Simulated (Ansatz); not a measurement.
C₂H₆O₂Sn, SMILES `CC(=O)[O][SnH3]` from Hartree–Fock to CCSD(T)

Cartesian coordinates in Å:
```
C -0.665 1.910 0.368
C -0.085 0.532 0.324
O 0.547 0.030 1.242
O -0.298 -0.129 -0.784
Sn 0.613 -1.952 -0.523
H -1.744 1.856 0.215
H -0.253 2.503 -0.451
H -0.444 2.383 1.322
H -0.155 -2.808 0.724
H 0.194 -2.580 -2.057
H 2.289 -1.745 -0.379
```

Total charge 0; spin multiplicity 1. Correlated methods include outer-core shells of Sn, which these sets cover unevenly. Sn takes the def2 core potential. The geometry is a stationary point of PBE0-D4/def2-TZVP. Frozen core, restricted reference, Ansatz.

| basis | HF (Eh) | MP2 corr. | CCSD corr. | (T) | CCSD(T) total |
| --- | --- | --- | --- | --- | --- |
| def2-SVP | -442.14113 | -0.75289 | -0.79470 | -0.02467 | -442.96050 |
| def2-TZVPP | -442.42519 | -1.12760 | -1.14803 | -0.04414 | -443.61736 |
| def2-QZVPP | -442.43806 | -1.39884 | – | – | – |
